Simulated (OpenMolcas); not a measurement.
**d9 ions of charge +2 down a group with 6 chloride ligands in octahedral coordination**

```json
{"Program": "OpenMolcas 26.06", "Method": "CASSCF", "Spin-orbit coupling": "state interaction with AMFI integrals over the reference wave functions"}
```

The d shell is active. Anionic complexes are neutralised by point charges behind the ligands. Distances were set from a Shannon-type radius of the metal (high-spin where two are listed) plus a fixed donor radius (Cl 1.76 Å). Ligand basis ANO-RCC-VDZP, DKH2 Hamiltonian. States (labels of O, the rotations of Oh). Energies in cm-1 above the lowest state or level, χT in cm3 K/mol; 10Dq is the gap between the two states. Spin-only χT is S(S+1) / 2 for the spin of the ground state.

```json
{"Ion": "Cu2+", "Shell": "3d9", "R (Å)": "2.49", "Metal basis": "ANO-RCC-VDZP", "Outer charge (e at Å behind ligand)": "0.67 at 2.6", "Ground state": "2E", "First state of that spin": "2T2 2931", "10Dq": "2931", "First gap with spin-orbit (degeneracies)": "2384 (4, 2)", "χT at 300 K": "0.820", "Spin-only χT": "0.375"}
{"Ion": "Ag2+", "Shell": "4d9", "R (Å)": "2.7", "Metal basis": "ANO-RCC-VDZP", "Outer charge (e at Å behind ligand)": "0.67 at 2.6", "Ground state": "2E", "First state of that spin": "2T2 5899", "10Dq": "5899", "First gap with spin-orbit (degeneracies)": "4725 (4, 2)", "χT at 300 K": "0.722", "Spin-only χT": "0.375"}
```

|10Dq| changes by a factor of 5899 / 2931 = 2.01 from Cu2+ to Ag2+.

χT departs most from the spin-only value for Cu2+, by +0.445 cm3 K/mol.

An orbital doublet at a regular site is open to a Jahn-Teller distortion, which this geometry leaves out. Ligand-to-metal charge-transfer states are missing. With metal d orbitals alone and no dynamic correlation the field as a rule comes out too small, by tens of per cent, by up to half for chloride and softer ligands, and the orbital part of g and χT, which goes as 1/10Dq, too large (holds for Cu2+). With metal d orbitals alone the field can be off either way by tens of per cent (holds for Ag2+). No measured value stands beside these numbers; the geometry is a model, was not optimised and need not be the one that this ion takes.
